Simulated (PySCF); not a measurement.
**SeH5: PBE0 against HF**

Base calculation in PySCF with density fitting and no spin–orbit coupling, PBE0/def2-TZVP (no relativity): doublet, C4v, Se–H 1.473 Å, Se–H 1.627 Å (×4); H–Se–H 88.0° (×4), H–Se–H 89.9° (×4), H–Se–H 176.0° (×2); wavenumbers 852, 864, 909 (×2), 1012, 1031 (×2), 1394 (×2), 1695, 1702, 2368 cm⁻¹; dipole moment 0.48 D, polar-tensor charge of Se 1.44 e, atomisation energy (no zero-point energy) 862 kJ/mol.

Problem. What changes on going to HF/def2-TZVP (no relativity)?

Solution. The point group stays the same. Changes: mean bond to Se -0.031 Å, smallest bond angle +1.2 degrees, highest wavenumber +132 cm⁻¹, lowest wavenumber -13 cm⁻¹, dipole moment +0.01 D, polar-tensor charge of Se +0.31 e, atomisation energy (no zero-point energy) -428 kJ/mol. The new structure has Se–H 1.460 Å, Se–H 1.593 Å (×4); H–Se–H 89.2° (×4), H–Se–H 90.0° (×4), H–Se–H 178.5° (×2), with wavenumbers 839, 969 (×2), 1002, 1161, 1161 (×2), 1513 (×2), 1818, 1842, 2500 cm⁻¹.

The structures come from searches over a few start shapes, so lower isomers are not excluded.
